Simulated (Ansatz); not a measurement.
Cost and result for the atomization energy of CH2BrClOSi, SMILES `ClC1(Br)O[SiH2]1` (7 atoms, 7 bonds).

Cartesian coordinates in Å:
```
Cl 0.516 1.726 1.463
C -0.336 0.595 0.430
Br -2.111 1.232 0.008
O -0.319 -0.728 0.905
Si 0.490 -0.667 -0.574
H 1.952 -0.854 -0.515
H -0.191 -1.304 -1.717
```

Charge 0, multiplicity 1. Correlated methods include outer-core shells of Br, which these sets cover unevenly. Scalar relativity is left out up to krypton. The geometry is a stationary point of PBE0-D4/def2-TZVP. Program: Ansatz. All runs use 4 threads of a server CPU on a shared host. Times are those of one run each, without the atoms' runs, and a repeat can differ threefold. Electronic energies, without spin–orbit coupling; frozen cores. CCSD(T)/CBS adds CCSD(T) − MP2 in def2-TZVPP to the MP2 limit, and its time is that of the two runs behind it. T1 = 0.012. With those shells the extrapolation isn't a true limit. B3LYP takes the VWN-RPA correlation (the form of Gaussian; ORCA's B3LYP/G).

CCSD(T)/CBS is a level of theory with its own doubt, some kJ/mol a heavy atom from the limit and from the frozen cores, so smaller differences don't rank the functionals.

```tsv
level	functions	atomization (kcal/mol)	difference from CCSD(T)/CBS	per bond
BHLYP-D4/def2-TZVPP	222	500.0	-34.1	-4.9
ωB97M-V/def2-TZVPP (with forces)	222	533.8	-0.3	0.0
PBE0-D4/def2-TZVPP	222	535.0	0.9	0.1
B3LYP-D4/def2-TZVPP (with forces)	222	526.3	-7.8	-1.1
r2SCAN-D4/def2-TZVPP (with forces)	222	538.8	4.7	0.7
MP2/def2-QZVPP	403	548.9	14.8	2.1
revPBE-D4/def2-TZVPP	222	536.4	2.3	0.3
LDA (SPW92)/def2-TZVPP	222	641.2	107.1	15.3
CCSD(T)/def2-SVP	106	482.7	-51.4	-7.3
CCSD(T)/def2-TZVPP	222	512.6	-21.5	-3.1
CCSD(T)/CBS(def2)	–	534.1	0.0	0.0
BLYP-D4/def2-TZVPP	222	531.8	-2.3	-0.3
ωB97X-V/def2-TZVPP	222	535.3	1.2	0.2
```

Q: Order the runs by time, with rough figures. (Estimate.)

A: Computed: LDA (SPW92)/def2-TZVPP 1.4 s; revPBE-D4/def2-TZVPP 1.8 s; BLYP-D4/def2-TZVPP 1.9 s; BHLYP-D4/def2-TZVPP 3 s; PBE0-D4/def2-TZVPP 3.4 s; r2SCAN-D4/def2-TZVPP (with forces) 3.7 s; B3LYP-D4/def2-TZVPP (with forces) 4 s; CCSD(T)/def2-SVP 5.5 s; ωB97X-V/def2-TZVPP 6 s; ωB97M-V/def2-TZVPP (with forces) 8.5 s; MP2/def2-QZVPP 18 s; CCSD(T)/def2-TZVPP 110 s; CCSD(T)/CBS(def2) 2.1 min.

At CCSD(T), def2-SVP lies −51.4 kcal/mol from the extrapolated value and def2-TZVPP −21.5 kcal/mol: correlation converges slowly with the basis, and small sets miss more of it in the bonded molecule than in its fragments. From BLYP to BHLYP (50 % exact exchange), in def2-TZVPP and without D4, the atomization energy moves by −27.4 kcal/mol: exact exchange takes away binding that semilocal exchange gives to molecules. In def2-TZVPP, CCSD(T) changes the Hartree–Fock value by +173.7 kcal/mol (the triples alone add +15.5 kcal/mol) and MP2 by +197.2 kcal/mol; breaking electron pairs costs correlation energy, which Hartree–Fock lacks.
